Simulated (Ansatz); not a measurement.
Cost and result up the ladder for Mg8S8 (started as a model of: (MgS)8 cage of four- and six-membered rings) (16 atoms). Charge 0, multiplicity 1. Geometry: r2SCAN-D4/def2-SVP.

```xyz
16

Mg    2.6106    1.9247   -0.2426
S     3.7014   -0.2037   -0.4034
Mg    2.2208   -0.1490   -2.3712
S     1.6840    2.1824   -2.5105
Mg   -0.2939    2.1623   -1.1224
S     0.7155    2.6248    1.0683
Mg   -0.1413    0.7867    2.3216
S     0.7461   -1.5016    2.3953
Mg    1.8462   -1.5930    0.2823
S     0.8275   -2.0569   -1.9032
Mg   -1.4120   -1.3569   -1.4817
S    -2.2902    0.9344   -1.5601
S    -2.4755    0.3489    2.7661
Mg   -1.6184   -1.8670    2.1143
S    -2.9088   -2.3280    0.1476
Mg   -3.2122    0.0919    0.4997
```

Ansatz on 4 threads of Intel Xeon on a shared host. Times are rough, and most runs start from the orbitals of an earlier one. PBE0-D4/def2-SVP serves as the yardstick here, not as an exact answer. Differences are given only for rows in sets of like size (and for xTB, whose basis is part of the method), since another set adds its own error. Binding counts from free atoms at the same level (Mg singlet, S triplet; other spins of the atoms weren't run), without zero-point energy or a counterpoise term.

B3LYP takes the VWN-RPA correlation. Correlated methods freeze 48 core orbitals; core or outer-core shells of Mg are correlated, in sets that lack core-valence functions.

Correlated methods converge slowly with the basis, most of all in double-zeta sets.

```csv
level,functions,binding energy per atom (eV),difference from PBE0-D4/def2-SVP (eV)
r2SCAN-D4/def2-SVP (with forces),288,3.45,0.12
B3LYP-D4/6-31G,208,2.85,–
PBE0-D4/def2-SVP,288,3.33,0.00
MP2/def2-SVP,288,3.19,-0.14
HF/STO-3G,144,3.77,–
HF/6-31G,208,2.04,–
PBE-D4/def2-SVP (with forces),288,3.34,0.01
```

(1) Estimate how long each takes.

Answers

(1) HF/STO-3G 9.1 s; HF/6-31G 24 s; B3LYP-D4/6-31G 30 s; PBE-D4/def2-SVP (with forces) 32 s; MP2/def2-SVP 54 s; PBE0-D4/def2-SVP 54 s; r2SCAN-D4/def2-SVP (with forces) 69 s. On shared hardware such times vary by a factor of up to 3.
